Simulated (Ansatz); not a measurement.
```xyz
9

O    -0.280    1.553   -0.526
C     0.139    0.613    0.389
Cl    1.930    0.722    0.694
Ge   -0.260   -1.194   -0.319
H    -0.155    2.436   -0.160
H    -0.297    0.764    1.380
H     0.188   -2.222    0.727
H     0.510   -1.370   -1.631
H    -1.775   -1.302   -0.554
```

Charge 0, multiplicity 1.

Task: List the ωB97M-V/def2-TZVPP orbital energies in eV (the Gaussian-basis code of Ansatz). (An estimate is asked.)

Result: Ansatz gave: Occupied: -10866.58, -2771.78, -1362.45, -1210.17, -1210.17, -1210.16, -527.01, -284.51, -262.15, -199.67, -199.48, -199.46, -174.22, -123.47, -123.46, -123.45, -36.28, -36.27, -36.27, -36.20, -36.19, -32.58, -26.13, -21.52, -18.25, -17.93, -15.44, -14.57, -12.49, -12.08, -11.92, -11.36, -11.02, -10.22. Lowest empty: 1.97, 2.52, 2.93, 3.07, 3.56, 3.93, 4.26, 5.43.
